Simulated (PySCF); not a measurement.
Spinor energies of Mg⁺ (magnesium, charge +1)

Start: [Ne] 3s1; 3s1/2 filled at m_j = +1/2. Calculated with PySCF 2.14 in an even-tempered Gaussian basis (18 s from 0.026 bohr⁻², ratio 2.8; 12 p from 0.034 bohr⁻², ratio 2.8; 5 d from 0.2 bohr⁻², ratio 3): generalised Hartree-Fock with the X2C-1e Hamiltonian and a Gaussian nucleus; one run each with spin-orbit coupling (SO) switched off, then screened by Boettger's factors.

```json
{"spinor shell": "1s1/2", "electrons": "2", "ε, spin-free (eV)": "-1345.4", "ε, screened SO (eV)": "-1345.4", "weight of nominal j (screened SO)": "1.000", "rms radius, screened SO (bohr)": "0.151"}
{"spinor shell": "2s1/2", "electrons": "2", "ε, spin-free (eV)": "-111.52", "ε, screened SO (eV)": "-111.52", "weight of nominal j (screened SO)": "1.000", "rms radius, screened SO (bohr)": "0.754"}
{"spinor shell": "2p1/2", "electrons": "2", "ε, spin-free (eV)": "-70.809", "ε, screened SO (eV)": "-71.044", "weight of nominal j (screened SO)": "0.944", "rms radius, screened SO (bohr)": "0.770"}
{"spinor shell": "2p3/2", "electrons": "4", "ε, spin-free (eV)": "-70.809", "ε, screened SO (eV)": "-70.692", "weight of nominal j (screened SO)": "0.972", "rms radius, screened SO (bohr)": "0.771"}
{"spinor shell": "3s1/2", "electrons": "1", "ε, spin-free (eV)": "-14.756", "ε, screened SO (eV)": "-14.756", "weight of nominal j (screened SO)": "1.000", "rms radius, screened SO (bohr)": "3.04"}
```

```json
{"quantity": "E (hartree)", "spin-free": "-199.67521", "screened SO": "-199.67531"}
{"quantity": "M_J", "spin-free": "1/2", "screened SO": "1/2"}
{"quantity": "⟨J²⟩", "spin-free": "0.750", "screened SO": "0.750"}
{"quantity": "⟨L²⟩", "spin-free": "0.000", "screened SO": "0.000"}
{"quantity": "⟨S²⟩", "spin-free": "0.750", "screened SO": "0.750"}
```

Each row is a mean over spinors that exchange with the open shell spreads, by up to 0.480 eV (2s1/2).

Without spin-orbit coupling the j labels of p, d and f shells carry no meaning; the spin-free column gives the mean over the occupied spinors of each nl shell.
